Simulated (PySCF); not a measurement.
**Polarisability and C₆ of Co²⁺ (cobalt, charge +2)**

[Ar] 3d6 4s1, high-spin 6D determinant (an excited configuration). Computed with PySCF 2.14 in aug-cc-pVDZ-DK (7s6p4d2f, 59 functions), with scalar relativity by spin-free X2C-1e. Coupled (time-dependent) response in atomic units; α is the mean over directions. A double-zeta set is small for polarisabilities.

| method | mean α (bohr³) | α xx, yy, zz | C₆ (like pair) | S(−4) |
| --- | --- | --- | --- | --- |
| UHF | 18.07 | 17.44, 17.44, 19.34 | 68.81 | 304.5 |
| PBE | 13.72 | 13.44, 13.44, 14.27 | 49.79 | 157.7 |
| PBE0 | 14.62 | 14.28, 14.28, 15.30 | 53.48 | 184.6 |
| B97-3 | 14.37 | 14.00, 14.00, 15.10 | 52.20 | 178.4 |

S(−4) is the Cauchy moment in α(ω) = α(0) + S(−4) ω² + …

α(iu) at UHF:

```tsv
u (hartree)	α(iu) (bohr³)
0	18.07
0.0500	17.35
0.100	15.51
0.200	11.12
0.300	7.869
0.500	4.570
0.750	2.927
1.00	2.158
1.50	1.414
2.00	1.039
3.00	0.6502
5.00	0.3310
```

For an ion, C₆ is the dispersion term alone; charge-induced terms of lower order in 1/R come first.

The components differ because the open shell of this determinant is not spherical; for a pure term their mean is the scalar polarisability.
